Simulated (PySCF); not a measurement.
# Excitation energy of Ge by level of theory

Ge [Ar] 3d10 4s2 4p2 (3P) → Ge [Ar] 3d10 4s1 4p2 5s1 (5P), as a difference of total energies. All numbers are calculated (PySCF 2.14, the spin-free X2C one-electron Hamiltonian (Gaussian nucleus), in aug-cc-pVDZ-DK (6s5p3d, 36 functions)). Correlated levels: valence: [Ar] 3d10 frozen. The calculations carry no spin-orbit coupling.

```csv
method,excitation energy (eV)
UHF,9.390
MP2 (valence),10.174
SCS-MP2 (valence),10.444
CCSD (valence),10.451
CCSD(T) (valence),10.472
CCSDT (valence),10.479
FCI (valence),10.480
```

**Question.** How much does correlation contribute at CCSD(T) (valence)?

**Answer.** 10.472 − (9.390) = 1.082 eV, measured against UHF.

The upper state lies above the first ionisation limit, but in LS coupling its spin forbids autoionisation to the ground ion. A Rydberg-like electron needs more diffuse functions than a valence basis has.

The promoted electron is Rydberg-like, and one or two diffuse shells describe it only roughly, which tends to raise the upper state.
